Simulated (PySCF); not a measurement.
**Ionisation energy of Gd⁴⁴⁺ by level of theory**

Gd⁴⁴⁺ [Ar] 3d2 (3F) → Gd⁴⁵⁺ [Ar] 3d1 (2D), as a difference of total energies. Calculation: PySCF 2.14, in an uncontracted even-tempered set (18 s from 9.2 bohr⁻², ratio 2.5; 12 p from 12 bohr⁻², ratio 2.5; 7 d from 12 bohr⁻², ratio 2.5; 4 f from 42 bohr⁻², ratio 2.7; 3 g from 63 bohr⁻², ratio 2.7); the spin-free X2C one-electron Hamiltonian (Gaussian nucleus). Correlated levels: outer shells: [Ne] frozen; virtual orbitals above 40 to 60 times the deepest correlated orbital energy dropped. The calculations carry no spin-orbit coupling.

| method | ionisation energy (eV) |
| --- | --- |
| UHF | 3528.6 |
| LDA | 3527.1 |
| PBE | 3528.1 |
| PBE0 | 3528.6 |
| r2SCAN | 3530.3 |
| revPBE | 3528.0 |
| r2SCANh | 3530.2 |
| MP2 (outer shells) | 3528.2 |
| SCS-MP2 (outer shells) | 3528.1 |

Spin-orbit coupling is strong in these open shells (close to jj coupling). The scalar numbers leave it out and a first-order estimate fails, so it can dominate the gap to the real levels.

Breit and QED terms and the two-electron picture change are absent.

For comparison: 3546 ± 4 eV (theoretical estimate listed by NIST; NIST Atomic Spectra Database, ionization energies).
